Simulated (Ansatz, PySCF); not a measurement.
HP (SMILES [PH]), triplet, geometry from GFN2-xTB. Base run: CASSCF(4,6)/cc-pVDZ in PySCF.

PySCF was given this input:
```python
from pyscf import gto, scf, mcscf
import numpy

mol = gto.M(
    atom='''
P    -0.00000000   -0.00000000   -0.08743423
H     0.00000000    0.00000000    1.31151351
''',
    basis='cc-pvdz',
    spin=2,
    verbose=4,
)

mf = scf.ROHF(mol)
mf.kernel()
mc = mcscf.CASSCF(mf, 6, 4)
mc.fix_spin_(ss=2.0)
mc.kernel()
occ = numpy.linalg.eigvalsh(mc.fcisolver.make_rdm1(mc.ci, mc.ncas, mc.nelecas))[::-1]
ss = mc.fcisolver.spin_square(mc.ci, mc.ncas, mc.nelecas)[0]
print('natural occupations', occ.round(4), ' <S^2>', round(ss, 4))
```

Programs used: Ansatz (an electronic-structure program), PySCF; a row that names a program was run with it.

The base run was repeated with changes; each row names its change, and settings that it needs were set with it.

```json
[
 {"change": "base", "ΔE vs base (kcal/mol)": "0.000", "natural occupations": "1.97 1.00 1.00 0.02 0.01 0.01", "<S^2> of the state": "2.00"},
 {"change": "orbitals = fixed (CASCI); correction = SC-NEVPT2", "ΔE vs base (kcal/mol)": "-40.39", "natural occupations": "1.98 1.00 1.00 0.01 0.00 0.00", "<S^2> of the state": "2.00"},
 {"change": "active space = 10 electrons, 8 orbitals", "ΔE vs base (kcal/mol)": "1.86", "natural occupations": "2.00 2.00 1.98 1.97 1.00 1.00 0.04 0.01", "<S^2> of the state": "2.00"},
 {"change": "active space = 6 electrons, 7 orbitals", "ΔE vs base (kcal/mol)": "-5.23", "natural occupations": "1.98 1.96 1.00 1.00 0.04 0.01 0.01", "<S^2> of the state": "2.00"},
 {"change": "conv_tol = 1e-5", "ΔE vs base (kcal/mol)": "2.91", "natural occupations": "1.96 1.00 1.00 0.02 0.01 0.01", "<S^2> of the state": "2.00"},
 {"change": "correction = SC-NEVPT2", "ΔE vs base (kcal/mol)": "-40.13", "natural occupations": "1.97 1.00 1.00 0.02 0.01 0.01", "<S^2> of the state": "2.00"},
 {"change": "code = ansatz; correction = SC-NEVPT2, all electrons", "ΔE vs base (kcal/mol)": "-40.12", "natural occupations": "-", "<S^2> of the state": "-"},
 {"change": "state_average = 2 states", "ΔE vs base (kcal/mol)": "6.55", "natural occupations": "-", "<S^2> of the state": "-"},
 {"change": "solver = newton", "ΔE vs base (kcal/mol)": "8.10", "natural occupations": "1.97 1.00 1.00 0.02 0.01 0.00", "<S^2> of the state": "2.00"},
 {"change": "orbitals = fixed (CASCI)", "ΔE vs base (kcal/mol)": "16.23", "natural occupations": "1.98 1.00 1.00 0.01 0.00 0.00", "<S^2> of the state": "2.00"},
 {"change": "active space = 4 electrons, 4 orbitals", "ΔE vs base (kcal/mol)": "11.69", "natural occupations": "1.98 1.00 1.00 0.02", "<S^2> of the state": "2.00"}
]
```

Active orbitals are taken around the Fermi level unless the row says otherwise; CASSCF can end in different local minima, and two programs can end on different orbitals. State-averaged rows give the lowest state.

Open shells are given as the SCF converged; they aren't shown to be the lowest states, and a large step between rows can be another state.
